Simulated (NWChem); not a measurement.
Species: CH2ClNO2Si; SMILES O[Si@H](N=C=O)Cl

```xyz
8

O      2.8538    -1.1020     1.2948
C      1.8215    -0.9050     0.7689
N      0.7578    -0.7269     0.2366
Si    -0.6602    -0.2454    -0.5805
O     -2.0008    -0.8939     0.1094
Cl    -0.7209     1.8252    -0.5311
H     -0.6388    -0.7000    -1.9739
H     -2.1944    -0.6857     1.0347
```
Atoms are numbered in this order, from 1.

Structure relaxed at the B3LYP/6-31G* (spherical d) level.

Task: Give the principal values of the shielding tensors (ppm) of O1, C2, N3, Si4, O5 from PBE0/pcSseg-1, GIAO (NWChem), with their diamagnetic and paramagnetic parts as GIAO splits them.

Result: 
| atom | σ11 | σ22 | σ33 | isotropic | diamagnetic | paramagnetic |
|---|---|---|---|---|---|---|
| O1 | 87.7 | 90.2 | 368.2 | 182.0 | 398.5 | -216.5 |
| C2 | -49.6 | -48.0 | 272.0 | 58.1 | 260.0 | -201.8 |
| N3 | 136.1 | 149.5 | 332.8 | 206.1 | 330.2 | -124.1 |
| Si4 | 369.4 | 406.1 | 430.6 | 402.0 | 880.5 | -478.5 |
| O5 | 222.2 | 262.9 | 288.2 | 257.8 | 390.2 | -132.5 |
